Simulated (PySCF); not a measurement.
## Calculated data, C$_{2}$H$_{7}$OSi, B$_{2}$H$_{5}$OSi, B$_{2}$H$_{3}$NSi, C$_{2}$H$_{8}$Al$_{2}$ and others

Calculation on a computer-drawn molecule: the log of a Hartree-Fock and frozen-core CCSD(T) single point meant for a local Hartree-Fock minimum, with one planted fault or none, to be diagnosed. Offsets are logged minus clean, where the clean run is the same molecule without the fault. The reference is restricted for singlets and unrestricted otherwise, and also for a bond in bohr or an excited solution. Adding or removing an electron swaps singlet and doublet. The excited solution moves the top pair (singlet) or top alpha electron (doublet) to the lowest empty orbital. Highest occupied and lowest empty are orbital energies over both spins, largest force is the largest gradient component, triples share is (T) over the correlation energy, the T1 limit is 0.02 restricted and 0.045 unrestricted, electrons count all cores, a negative frequency is imaginary (commonest isotopes), and the dipole is about the centre of nuclear charge. Program: PySCF 2.14.0.

Common to all runs: meant basis cc-pV(D+d)Z; logged SCF converged yes; logged CC converged yes; logged SCF stable within its kind yes; possible faults no fault, one electron removed, one electron added, multiplicity raised by two, geometry at a saddle point, SCF held on an excited solution, minimal basis STO-3G, one bond length entered in bohr, all coordinates scaled.

(1) C$_{2}$H$_{7}$OSi

Logged structure:
```xyz
11
C2H7OSi
C     -1.0867     1.3382     2.8238
C     -1.1850     0.7047     1.4769
O      0.0964     0.3371     1.0317
Si     0.4741    -0.3698    -0.4054
H     -0.2706     1.0580     3.4766
H     -1.9552     1.8295     3.2446
H     -1.8309    -0.1841     1.5196
H     -1.6506     1.4002     0.7688
H     -0.2117    -1.6763    -0.5458
H      0.0613     0.4909    -1.5391
H      1.9351    -0.5615    -0.4200
```

| Item | Value |
| --- | --- |
| meant charge | 0 |
| meant multiplicity | 2 |
| logged electrons | 41 |
| logged basis functions | 100 |
| logged spin squared | 0.7619 |
| logged highest occupied | -9.8416 eV |
| logged lowest empty | 3.7876 eV |
| logged largest force | 5.169e-06 hartree/bohr |
| logged lowest frequency | 46.372 cm⁻¹ |
| logged T1 diagnostic | 0.011264 |
| logged D1 diagnostic | 0.033481 |
| logged triples share | 0.024026 |
| logged dipole magnitude | 1.2287 debye |
| logged energy HF | -443.59555 hartree |
| logged energy CCSD(T) | -444.20734 hartree |
| planted fault | no fault |
| HF energy offset from clean run | 0 kcal/mol |
| CCSD(T) energy offset from clean run | 0 kcal/mol |

Drawn bonds:
```tsv
atom	other atom	order
1	2	1
2	3	1
3	4	1
1	5	1
1	6	1
2	7	1
2	8	1
4	9	1
4	10	1
4	11	1
```

(2) B$_{2}$H$_{5}$OSi

Logged structure:
```xyz
9
B2H5OSi
B      1.4654    -1.2752    -2.4563
Si     0.0818    -0.7241    -1.0974
B      0.8487     0.8668    -0.0308
O      0.3667     2.1217    -0.1184
H      2.3801    -2.0418    -2.5056
H     -0.2695    -1.8265    -0.1597
H     -1.1712    -0.3211    -1.7966
H      1.7788     0.7211     0.7178
H     -1.0154     2.3233    -1.2326
```

| Property | Result |
| --- | --- |
| meant charge | 0 |
| meant multiplicity | 2 |
| logged electrons | 37 |
| logged basis functions | 90 |
| logged spin squared | 1.7796 |
| logged highest occupied | -9.1356 eV |
| logged lowest empty | 0.33249 eV |
| logged largest force | 0.038102 hartree/bohr |
| logged T1 diagnostic | 0.044252 |
| logged D1 diagnostic | 0.23782 |
| logged triples share | 0.031051 |
| logged dipole magnitude | 1.9306 debye |
| logged energy HF | -415.88629 hartree |
| logged energy CCSD(T) | -416.35476 hartree |
| planted fault | one bond length entered in bohr, row 8 of the drawn bonds |
| HF energy offset from clean run | 91.65 kcal/mol |
| CCSD(T) energy offset from clean run | 107.6 kcal/mol |

Drawn bonds:
```tsv
atom	other atom	order
1	2	1
2	3	1
3	4	1
1	5	1
2	6	1
2	7	1
3	8	1
4	9	1
```

(3) B$_{2}$H$_{3}$NSi

Logged structure:
```xyz
7
B2H3NSi
B     -4.3937    -0.1312     2.4613
N     -3.4650    -0.9136     2.1989
B     -2.4318    -1.8324     1.9060
Si    -2.8252    -3.8426     1.8497
H     -5.2659     0.6105     2.7078
H     -1.3283    -1.4062     1.6622
H     -2.4320    -4.0336     3.3055
```

| Quantity | Value |
| --- | --- |
| meant charge | 0 |
| meant multiplicity | 1 |
| logged electrons | 33 |
| logged basis functions | 80 |
| logged spin squared | 0.7819 |
| logged highest occupied | -15.485 eV |
| logged lowest empty | -6.2776 eV |
| logged largest force | 0.071812 hartree/bohr |
| logged T1 diagnostic | 0.025559 |
| logged D1 diagnostic | 0.108 |
| logged triples share | 0.038535 |
| logged dipole magnitude | 2.7702 debye |
| logged energy HF | -394.2029 hartree |
| logged energy CCSD(T) | -394.62539 hartree |
| planted fault | one electron removed |
| HF energy offset from clean run | 166.3 kcal/mol |
| CCSD(T) energy offset from clean run | 186.8 kcal/mol |

Drawn bonds:
```tsv
atom	other atom	order
1	2	2
2	3	1
3	4	1
1	5	1
3	6	1
4	7	1
```

(4) C$_{2}$H$_{8}$Al$_{2}$

Logged structure:
```xyz
12
C2H8Al2
C     -0.4564     2.5716     1.5551
C      0.1335     1.7735     0.3608
Al    -0.1144    -0.1674     0.4953
Al     1.9317     2.3463    -0.1735
H     -1.5029     2.3212     1.7541
H     -0.4173     3.6541     1.3996
H      0.0955     2.3670     2.4760
H     -0.4335     1.9882    -0.5679
H     -0.5430    -0.8308     1.8697
H      0.1107    -1.0873    -0.7752
H      2.5317     1.8855    -1.5658
H      2.7967     3.2741     0.7772
```

| Item | Value |
| --- | --- |
| meant charge | 0 |
| meant multiplicity | 1 |
| logged electrons | 46 |
| logged basis functions | 114 |
| logged spin squared | 2.014 |
| logged highest occupied | -4.7078 eV |
| logged lowest empty | -1.7379 eV |
| logged largest force | 0.070063 hartree/bohr |
| logged T1 diagnostic | 0.021889 |
| logged D1 diagnostic | 0.1038 |
| logged triples share | 0.030124 |
| logged dipole magnitude | 4.5846 debye |
| logged energy HF | -564.05731 hartree |
| logged energy CCSD(T) | -564.55374 hartree |
| planted fault | multiplicity raised by two |
| HF energy offset from clean run | 93.63 kcal/mol |
| CCSD(T) energy offset from clean run | 97.25 kcal/mol |

Drawn bonds:
```tsv
atom	other atom	order
1	2	1
2	3	1
2	4	1
1	5	1
1	6	1
1	7	1
2	8	1
3	9	1
3	10	1
4	11	1
4	12	1
```

(5) B$_{2}$H$_{4}$NSi

Logged structure:
```xyz
8
B2H4NSi
B      0.1793    -1.0878    -3.3587
N     -0.5007    -0.2410    -2.6811
B     -1.1902     0.6176    -1.9937
Si    -2.2840     1.9799    -0.9030
H      0.7999    -1.8604    -3.9772
H     -2.4098     3.1424    -1.7929
H     -3.5543     1.2933    -0.6312
H     -1.4686     2.2272     0.2941
```

| Quantity | Value |
| --- | --- |
| meant charge | 1 |
| meant multiplicity | 1 |
| logged electrons | 35 |
| logged basis functions | 85 |
| logged spin squared | 0.8442 |
| logged highest occupied | -5.882 eV |
| logged lowest empty | 1.8478 eV |
| logged largest force | 0.029849 hartree/bohr |
| logged T1 diagnostic | 0.022746 |
| logged D1 diagnostic | 0.075956 |
| logged triples share | 0.035059 |
| logged dipole magnitude | 0.10376 debye |
| logged energy HF | -395.05456 hartree |
| logged energy CCSD(T) | -395.51264 hartree |
| planted fault | one electron added |
| HF energy offset from clean run | -112.4 kcal/mol |
| CCSD(T) energy offset from clean run | -126.7 kcal/mol |

Drawn bonds:
```tsv
atom	other atom	order
1	2	1
2	3	2
3	4	1
1	5	1
4	6	1
4	7	1
4	8	1
```

(6) AlBH$_{4}$NSi

Logged structure:
```xyz
8
AlBH4NSi
Al    -0.0492     1.8132     1.1590
B      1.9273     1.2477     0.3980
N      3.0870     0.9155    -0.0479
Si     4.5325     0.5006    -0.6025
H     -0.4220     3.3092     0.9232
H     -0.8303     0.6472     1.8394
H      5.7156     0.6097     0.2436
H      4.6946     0.0054    -1.9649
```

| Quantity | Value |
| --- | --- |
| meant charge | 1 |
| meant multiplicity | 1 |
| logged electrons | 41 |
| logged basis functions | 94 |
| logged spin squared | 0.8502 |
| logged highest occupied | -20.715 eV |
| logged lowest empty | -13.488 eV |
| logged largest force | 0.056914 hartree/bohr |
| logged T1 diagnostic | 0.025432 |
| logged D1 diagnostic | 0.075801 |
| logged triples share | 0.036427 |
| logged dipole magnitude | 8.027 debye |
| logged energy HF | -611.55661 hartree |
| logged energy CCSD(T) | -611.95764 hartree |
| planted fault | one electron removed |
| HF energy offset from clean run | 336.8 kcal/mol |
| CCSD(T) energy offset from clean run | 349.3 kcal/mol |

Drawn bonds:
```tsv
atom	other atom	order
1	2	1
2	3	1
3	4	2
1	5	1
1	6	1
4	7	1
4	8	1
```
